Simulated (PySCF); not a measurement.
# Correlation energy of Ge⁺ (germanium, charge +1)

[Ar] 3d10 4s2 4p1, 2P determinant. All numbers are calculated (PySCF 2.14, scalar relativity through the core potential, in cc-pVTZ-PP with ECP10MDF (5s4p3d1f, 39 functions)). Frozen: 3s2 3p6 3d10; 3 electrons correlated.

MP2 pair energies summed by pair of shells (mhartree):

| pair | energy | share (%) |
| --- | --- | --- |
| 4s-4s | -21.20 | 56.5 |
| 4s-4p | -16.34 | 43.5 |

Total MP2 correlation energy: -37.54 mhartree.

Same-spin part -2.56 and opposite-spin part -34.98 mhartree; SCS-MP2 scales them by 1/3 and 6/5 to -42.83 mhartree.

```json
{"level": "CCSD", "correlation energy (mhartree)": "-51.25"}
{"level": "(T)", "correlation energy (mhartree)": "-0.78"}
{"level": "CCSD(T)", "correlation energy (mhartree)": "-52.03"}
```

Diagnostics: T1 = 0.010, D1 = 0.0239, largest double amplitude 0.093.

Cost of the coupled-cluster step: 0.31 s of wall time on 1 thread of Neoverse-V1 (shared host), for 3 correlated electrons.
